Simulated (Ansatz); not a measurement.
Bond stretch in GaB, lowest singlet found (which spin is the ground state isn't settled by this scan). Each curve is given relative to its own lowest point between 2.34 and 3.02 Å, where full CI is lowest.

```
R / Å     A     B     C
-----  ----  ----  ----
2.34    1.0   1.2   0.8
2.45    0.0   0.0   0.0
2.58    0.1   0.0   0.6
2.79    2.0   2.1   3.8
3.02    5.2   5.8   9.0
3.30    9.6  10.9  16.2
3.65   14.4  16.8  25.3
4.04   18.3  22.1  34.4
4.50      —     —  43.4
5.16      —     —  53.4
```

Energies in kcal/mol.

Q: Which curve belongs to which method? The methods are Ansatz (a quantum-chemistry and plane-wave program) with CCSD on RHF/aug-cc-pVDZ, cores with 3d frozen; CCSDT on RHF/aug-cc-pVDZ, cores with 3d frozen in Ansatz; restricted CAM-B3LYP/aug-cc-pVDZ (Ansatz).

A: A is RCCSDT; B is RCCSD; C is RKS-CAM-B3LYP.

A dash means that the run gave no value there, or that the column was ended at a point which the program doubted or which failed a test of continuity chosen for this set; such a test can also cut sound points.

The scan ran from 1.49 to 6.98 Å; beyond the distances shown full CI changes its symmetry label. The T1 diagnostic of CCSD on the restricted reference of RCCSD, RCCSDT exceeds 0.045 at 4.04 to 5.16 Å. The restricted form behind RKS-CAM-B3LYP keeps the bonding electrons paired and can't separate into open-shell fragments.
